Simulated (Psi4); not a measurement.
The Psi4 input:
```
memory 2 GB

molecule {
0 1
  Cl   -0.93988899   -1.51230518   -1.16432348
  Ge    0.00000000    0.00000000   -0.00000000
  Cl    2.08248304   -0.40965857    0.14680488
  Cl   -0.28676021    1.89182840   -0.92997922
  Cl   -0.85583384    0.03013535    1.94749782
}

set basis def2-tzvp
set reference uks

energy('svwn')
print_variables()
```

Problem. What does this run give for the number of basis functions, dipole moment, total energy?

Solution. 
```
Item                              Result
-------------------------  -------------
number of basis functions            196
dipole moment                     0.00 D
total energy               -3911.0380 Eh
```
